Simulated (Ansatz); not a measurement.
```yaml
crystal:
  periodic: [false, false, false]
  atoms:
    - {symbol: F, position_ang: [0.023712, 0.334630, 1.356270]}
    - {symbol: C, position_ang: [-0.105218, -0.059602, 0.106232]}
    - {symbol: Cl, position_ang: [0.593183, -1.673679, -0.080529]}
    - {symbol: Cl, position_ang: [-1.716415, -0.008881, -0.386337]}
    - {symbol: I, position_ang: [1.213293, 1.287792, -1.124320]}
basis:
  gaussian: {orbitals: def2-mTZVPP, fitting: {mean_field: def2-universal-jkfit}}
total_charge: -1
magnetization: {spin_polarized: true, initial_magnetization: 2}
hamiltonian: {xc: {name: B3LYP}, dispersion: d3bj}
accuracy: high
output: {forces: true}
```

```sh
$ ansatz run in.yaml --threads 4 --pin off --events-out ev --progress --plain --max-ram 10444MiB
```

It prints (some lines left out):

```
Error: a molecule whose nuclei and cores have a total charge of 74 cannot have a net charge of -1 together with 2 unpaired electrons
```

Problem. What is wrong with this run?

Solution. The number of unpaired electrons doesn't fit the electron count. The input was rejected before any iteration.

B3LYP here is the variant with VWN-RPA as its local correlation; programs differ in this.
